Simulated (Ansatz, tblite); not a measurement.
Isomers of Cs₄H₅⁻ (singlet), found by a short tight-binding search and relaxed with r2SCAN-D4/def2-TZVPD in Ansatz.

In the def2 sets Cs takes a core potential; there is no spin–orbit coupling. The xTB rows come from tblite. HSE06 is defined as in plane-wave codes, on full-range PBE exchange. Correlated methods freeze no core orbitals; core or outer-core shells of Cs are correlated, in sets that lack core-valence functions.

Other spin states weren't relaxed.

A:

```xyz
9

Cs   -0.558   -1.906   -1.844
Cs    2.943   -1.570    0.646
Cs   -3.057    2.455   -1.202
Cs    0.003    0.972    2.525
H    -0.010   -1.575    1.038
H    -2.069    2.777    1.383
H     2.922    0.862    2.299
H    -2.518    0.160   -2.684
H     2.345   -2.176   -2.162
```

B:

```csv
atom,x (Å),y (Å),z (Å)
Cs1,0.803,2.722,0.326
Cs2,-1.813,-1.307,-1.870
Cs3,2.045,-1.858,-0.616
Cs4,-1.824,0.220,2.234
H5,-0.192,2.393,3.058
H6,-1.783,1.311,-0.508
H7,-0.692,-2.073,0.755
H8,2.898,0.859,-0.277
H9,0.557,-2.266,-3.104
```

Problem. Estimate which lies lowest at each level, and how far above it the others are (kJ/mol).

Solution. 
```csv
level,A,B
GFN1-xTB,48.7,0.0
GFN2-xTB,35.4,0.0
HF/def2-TZVPD,0.3,0.0
PBE-D4/def2-TZVPD,20.5,0.0
r2SCAN-D4/def2-TZVPD,18.0,0.0
PBE0-D4/def2-TZVPD,19.5,0.0
HSE06-D4/def2-TZVPD,19.6,0.0
ωB97X-V/def2-TZVPD,13.5,0.0
MP2/def2-TZVPD,12.6,0.0
CCSD/def2-TZVPD,8.8,0.0
CCSD(T)/def2-TZVPD,10.0,0.0
```
Point groups (tolerance 0.1 Å): A not assigned, B not assigned. Lower isomers may exist.
